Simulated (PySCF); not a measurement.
Si(OSiH3)(Me)2(Cl) (C2H9ClOSi2), SMILES C[Si](C)(Cl)O[SiH3]. Geometry: PBE-D3(BJ)/def2-SVP. One conformer was computed; it need not be the lowest.

Computed equilibrium geometry at PBE-D3(BJ)/def2-SVP (PySCF confirms it by a frequency run) as Cartesian coordinates in Å (one conformer of several):
```xyz
15

C     -1.5165    -1.7763    -0.0966
Si    -0.7498    -0.0714    -0.1422
C     -1.8660     1.2411    -0.8650
Cl    -0.2574     0.4787     1.8286
O      0.6763    -0.1173    -1.0152
Si     2.3280    -0.0685    -0.7113
H     -2.4601    -1.7698     0.4849
H     -0.8243    -2.5029     0.3732
H     -1.7407    -2.1230    -1.1262
H     -1.3742     2.2332    -0.8291
H     -2.0983     1.0047    -1.9236
H     -2.8186     1.3030    -0.3018
H      2.7334     1.2712    -0.1624
H      3.0206    -0.3007    -2.0222
H      2.7280    -1.1451     0.2608
```
Charge 0, spin multiplicity 1.
